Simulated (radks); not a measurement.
Question: The mean radii <r> (bohr) of the occupied orbitals of an atom or ion are listed with their occupations. All-electron calculation, Dirac Kohn-Sham, PBE, spin-unpolarised, spherical densities, point nucleus. Program: a radial shooting solver on a logarithmic mesh with Libxc functionals.

orbital  occ.     <r>
1s1/2       1  0.1681

Name the element and its charge. Open shells, if any, fill j = l - 1/2 first.

Answer: Z = 9, fluorine, charge +8: F8+ in 1s1. The 1s radius gives Z: for a bare nucleus <r> = (2 gamma + 1)/(2Z) with gamma = sqrt(1 - (Z/c)^2), 0.1664 bohr for Z = 9, and the self-interaction of the functional makes it slightly larger (0.1681 here). The occupations add up to 1, and the charge is Z minus that.
